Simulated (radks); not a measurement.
Effect of the nuclear size on the germanium ion Ge2+, [Ar] 3d10 4s2. Method: Dirac Kohn-Sham, LDA (Slater exchange, Perdew-Wang correlation), spin-unpolarised, spherical densities, finite nucleus; Fermi nuclear charge, rms radius 4.0742 fm; computed with a radial shooting solver on a logarithmic mesh with Libxc functionals. The rms radius is varied about that value; shifts are against it.

rms radius (fm) = 3.3734: total energy shift (eV) -0.106; density at nucleus (e/bohr^3) 3.195e+04; 1s1/2 shift (meV) -45.3; 2s1/2 shift (meV) -4.40; 3s1/2 shift (meV) -0.651; 3p1/2 shift (meV) 0.074
rms radius (fm) = 3.8949: total energy shift (eV) -0.0290; density at nucleus (e/bohr^3) 3.166e+04; 1s1/2 shift (meV) -12.3; 2s1/2 shift (meV) -1.20; 3s1/2 shift (meV) -0.177; 3p1/2 shift (meV) 0.020
rms radius (fm) = 4.0742: total energy shift (eV) 0; density at nucleus (e/bohr^3) 3.157e+04; 1s1/2 shift (meV) 0.000; 2s1/2 shift (meV) 0.000; 3s1/2 shift (meV) 0.000; 3p1/2 shift (meV) 0.000
rms radius (fm) = 4.2779: total energy shift (eV) 0.0345; density at nucleus (e/bohr^3) 3.147e+04; 1s1/2 shift (meV) 14.7; 2s1/2 shift (meV) 1.42; 3s1/2 shift (meV) 0.211; 3p1/2 shift (meV) -0.024
rms radius (fm) = 4.669: total energy shift (eV) 0.105; density at nucleus (e/bohr^3) 3.13e+04; 1s1/2 shift (meV) 44.7; 2s1/2 shift (meV) 4.34; 3s1/2 shift (meV) 0.642; 3p1/2 shift (meV) -0.073

Slopes of the eigenvalues against <r^2> in GHz/fm^2, as finite differences over the two radii next to the reference (eigenvalue slopes, not the field-shift constants of lines): 1s1/2 2080, 2s1/2 203, 3s1/2 30.0, 3p1/2 -3.40.
